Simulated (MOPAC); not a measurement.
Input for MOPAC: PM7 on CH3NO (a complex), monomers drawn apart or pushed together.

```
PM7 1SCF PRECISE CHARGE=0 THREADS=1
CH3NO

O     -0.08341499 1    -0.07770817 1    -0.10327484 1
H      0.70905031 1    -0.23245263 1    -0.62766798 1
H     -0.82821435 1    -0.23088250 1    -0.69383275 1
C     -0.23069944 1    -0.27851174 1     3.27483392 1
N     -0.27963572 1    -0.36528161 1     4.41756988 1
H     -0.18464695 1    -0.20027629 1     2.20148450 1
```

Program output:

```
*******************************************************************************
 **                                                                           **
 **                              MOPAC v23.2.5                                **
 **                                                                           **
 *******************************************************************************
 ** MOPAC's Digital Object Identifier: https://doi.org/10.5281/zenodo.6511958 **
 **                                                                           **
 ** Please cite the open-source release paper for use of this MOPAC version:  **
 ** J. E. Moussa and J. J. P. Stewart (2026)                                  **
 ** MOPAC: An open-source semiempirical molecular orbital program             **
 ** J. Open Source Softw., 11(119), 8025, https://doi.org/10.21105/joss.08025 **
 *******************************************************************************

                              PM7 CALCULATION RESULTS

 *******************************************************************************
 *  PM7        - The PM7 Hamiltonian to be used
 *
 *
 *
 *                 CHARGE ON SYSTEM = 0
 *
 *
 *
 *  PRECISE    - TIGHTER CRITERIA TO BE USED
 *  1SCF       - DO 1 SCF AND THEN STOP
 *  THREADS=1  - MULTI-THREADING NOT USED
 *  T=         - A TIME OF 172800.0 SECONDS REQUESTED
 *  DUMP=N     - RESTART FILE WRITTEN EVERY 7200.0 SECONDS REQUESTED
 *******************************************************************************
PM7 1SCF PRECISE CHARGE=0 THREADS=1
 CH3NO

   ATOM   CHEMICAL          X               Y               Z
  NUMBER   SYMBOL      (ANGSTROMS)     (ANGSTROMS)     (ANGSTROMS)

     1       O         -0.08341499  *  -0.07770817  *  -0.10327484  *
     2       H          0.70905031  *  -0.23245263  *  -0.62766798  *
     3       H         -0.82821435  *  -0.23088250  *  -0.69383275  *
     4       C         -0.23069944  *  -0.27851174  *   3.27483392  *
     5       N         -0.27963572  *  -0.36528161  *   4.41756988  *
     6       H         -0.18464695  *  -0.20027629  *   2.20148450  *



          CARTESIAN COORDINATES

    NO.       ATOM           X           Y           Z

     1         O         -0.0834     -0.0777     -0.1033
     2         H          0.7091     -0.2325     -0.6277
     3         H         -0.8282     -0.2309     -0.6938
     4         C         -0.2307     -0.2785      3.2748
     5         N         -0.2796     -0.3653      4.4176
     6         H         -0.1846     -0.2003      2.2015

 General Reference for PM7:
 "Optimization of Parameters for Semiempirical Methods VI: More Modifications to the
 NDDO Approximations and Re-optimization of Parameters", J. J. P. Stewart, J. Mol. Mod., 1:32, 19 (2013)
 https://link.springer.com/article/10.1007/s00894-012-1667-x

           Empirical Formula: C H3 N O  =     6 atoms



      MOLECULAR POINT GROUP   :   Cs


      RHF CALCULATION, NO. OF DOUBLY OCCUPIED LEVELS = 9


 -------------------------------------------------------------------------------
 PM7 1SCF PRECISE CHARGE=0 THREADS=1
 CH3NO



     1SCF WAS SPECIFIED, SO BFGS WAS NOT USED
     SCF FIELD WAS ACHIEVED


                              PM7 CALCULATION
                                                       MOPAC v23.2.5 Linux




          FINAL HEAT OF FORMATION =        -30.90269 KCAL/MOL =    -129.29684 KJ/MOL


          COSMO AREA              =         95.46 SQUARE ANGSTROMS
          COSMO VOLUME            =         70.53 CUBIC ANGSTROMS

          IONIZATION POTENTIAL    =         12.675487 EV
          HOMO LUMO ENERGIES (EV) =        -12.675  1.385
          NO. OF FILLED LEVELS    =          9
          MOLECULAR WEIGHT        =         45.0408         POINT GROUP:  Cs

          MOLECULAR DIMENSIONS (Angstroms)

            Atom       Atom       Distance
            N     5    H     2     5.14291
            H     3    H     2     1.52131
            O     1    H     3     0.16857


          SCF CALCULATIONS        =          1





   ATOM   CHEMICAL          X               Y               Z
  NUMBER   SYMBOL      (ANGSTROMS)     (ANGSTROMS)     (ANGSTROMS)

     1       O         -0.08341499  *  -0.07770817  *  -0.10327484  *
     2       H          0.70905031  *  -0.23245263  *  -0.62766798  *
     3       H         -0.82821435  *  -0.23088250  *  -0.69383275  *
     4       C         -0.23069944  *  -0.27851174  *   3.27483392  *
     5       N         -0.27963572  *  -0.36528161  *   4.41756988  *
     6       H         -0.18464695  *  -0.20027629  *   2.20148450  *

                             CARTESIAN COORDINATES

   1    O       -0.083414990    -0.077708170    -0.103274840
   2    H        0.709050310    -0.232452630    -0.627667980
   3    H       -0.828214350    -0.230882500    -0.693832750
   4    C       -0.230699440    -0.278511740     3.274833920
   5    N       -0.279635720    -0.365281610     4.417569880
   6    H       -0.184646950    -0.200276290     2.201484500


           Empirical Formula: C H3 N O  =     6 atoms



      MOLECULAR POINT GROUP   :   Cs


                  EIGENVALUES
 -35.05417 -29.91996 -20.24124 -18.32892 -14.78741 -13.69385 -13.69256 -13.34103
 -12.67549   1.38520   1.38676   3.45746   4.57920   5.85118   6.13850


              NET ATOMIC CHARGES AND DIPOLE CONTRIBUTIONS

  ATOM NO.   TYPE          CHARGE      No. of ELECS.   s-Pop       p-Pop
    1          O          -0.676445        6.6764     1.81407     4.86238
    2          H           0.338579        0.6614     0.66142
    3          H           0.338565        0.6614     0.66143
    4          C           0.004243        3.9958     1.16385     2.83190
    5          N          -0.243297        5.2433     1.82590     3.41740
    6          H           0.238355        0.7616     0.76165
 DIPOLE           X         Y         Z       TOTAL
 POINT-CHG.     0.188    -0.309    -4.389     4.404
 HYBRID         0.034    -0.046    -0.785     0.787
 SUM            0.222    -0.356    -5.174     5.191


          ATOMIC ORBITAL ELECTRON POPULATIONS

     Atom    s        px        py        pz
    1  O   1.81407   1.36156   1.96460   1.53622
    2  H   0.66142
    3  H   0.66143
    4  C   1.16385   0.91874   0.91869   0.99448
    5  N   1.82590   1.08172   1.08269   1.25299
    6  H   0.76165

 **********************
 *                    *
 * JOB ENDED NORMALLY *
 *                    *
 **********************




 == MOPAC DONE ==
```

The run finished.

Cost: roughly 0.020 core-seconds.
